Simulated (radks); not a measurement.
Valence configurations of Ga+ (all share [Ar]). All-electron calculation, scalar-relativistic Kohn-Sham, PBE, spin-polarised, spherical densities, point nucleus; open shells are filled with parallel spins first. Program: a radial shooting solver on a logarithmic mesh with Libxc functionals. Energies are relative to 3d10 4s2; eigenvalues in eV for spin up.

| valence | E (eV) | moment (Bohr magnetons) | e(3d) | e(4p) | e(4s) |
|---|---|---|---|---|---|
| 3d10 4s2 | 0.000 | 0 | -27.422 | - | -16.332 |
| 3d10 4s1 4p1 | 6.363 | 2 | -29.209 | -10.663 | -18.228 |
| 3d9.5 4s1.5 4p1 | 13.283 | 2 | -33.243 | -11.131 | -19.025 |
| 3d10 4p2 | 13.988 | 2 | -30.871 | -11.448 | - |
| 3d9 4s2 4p1 | 21.399 | 2 | -37.498 | -11.572 | -19.812 |
| 3d8 4s2 4p2 | 49.344 | 4 | -48.120 | -13.786 | -22.953 |
| 3d8 4s1 4p3 | 55.408 | 6 | -49.342 | -14.815 | -24.216 |
| 3d7.5 4s2 4p2.5 | 65.941 | 5 | -53.634 | -14.831 | -24.440 |
| 3d7.5 4s1 4p3.5 | 73.862 | 6 | -55.007 | -15.685 | -25.508 |
| 3d6.5 4s1 4p4.5 | 116.33 | 6 | -66.691 | -17.307 | -27.955 |

NIST lists [Ar] 3d10 4s2 as the ground configuration; this level of theory agrees among the configurations tried. The energies are those of spherical high-spin densities, not of single terms.
